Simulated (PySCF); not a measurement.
# Deuteron quadrupole couplings in `F[C@H]1CSC=C1C(F)(F)F`

Species: C₅H₄F₄S.
SMILES with atom numbers: `[F:1][C@H:2]1[CH2:3][S:4][CH:5]=[C:6]1[C:7]([F:8])([F:9])[F:10]` (hydrogens: H11 on C2; H12, H13 on C3; H14 on C5)

Geometry (GFN2-xTB, Å), atoms numbered from 1 in this order:
```
atom  x, y, z in Å
F1    -0.485   -1.639    1.079
C2    -0.500   -0.883   -0.082
C3    -1.903   -0.320   -0.303
S4    -1.866    1.476    0.066
C5    -0.151    1.478    0.188
C6     0.438    0.285    0.059
C7     1.911    0.058    0.114
F8     2.322   -0.758   -0.875
F9     2.325   -0.506    1.258
F10    2.602    1.200   -0.019
H11   -0.198   -1.573   -0.879
H12   -2.616   -0.799    0.365
H13   -2.231   -0.435   -1.333
H14    0.351    2.416    0.340
```

Level: PBE0/pcSseg-1 (PySCF, non-relativistic); Q(2H) = 0.00286 b; rigid geometry, the same for H and D, with no vibrational averaging.

Question: Rank these positions by the coupling χzz of a deuteron there, largest first.
A. H12 (methylene hydrogen)
B. H14 (vinylic hydrogen)
C. H11 (methine hydrogen)

Answer: B (223 kHz), A (205 kHz), C (188 kHz).

Give the electric field gradient Vzz (the principal value of largest size), its asymmetry and the 2H coupling at each hydrogen.

| atom | bonded to | bond length (Å) | Vzz (au) | η | χzz (kHz) |
| --- | --- | --- | --- | --- | --- |
| H11 | C2 | 1.097 | 0.2793 | 0.05 | 188 |
| H12 | C3 | 1.088 | 0.3048 | 0.04 | 205 |
| H13 | C3 | 1.088 | 0.3062 | 0.04 | 206 |
| H14 | C5 | 1.075 | 0.3324 | 0.05 | 223 |

Isolated species at its GFN2-xTB geometry (one conformer only). GFN2-xTB bond lengths can be off by several hundredths of an ångström, more for odd bonds, and the gradients follow them. A larger basis could move these couplings by a tenth or more.

The run behind these numbers computed NMR shieldings as well. On one thread of an AMD EPYC 9R14, shared host, this took 23 s and 0.85 GiB of memory at its peak.
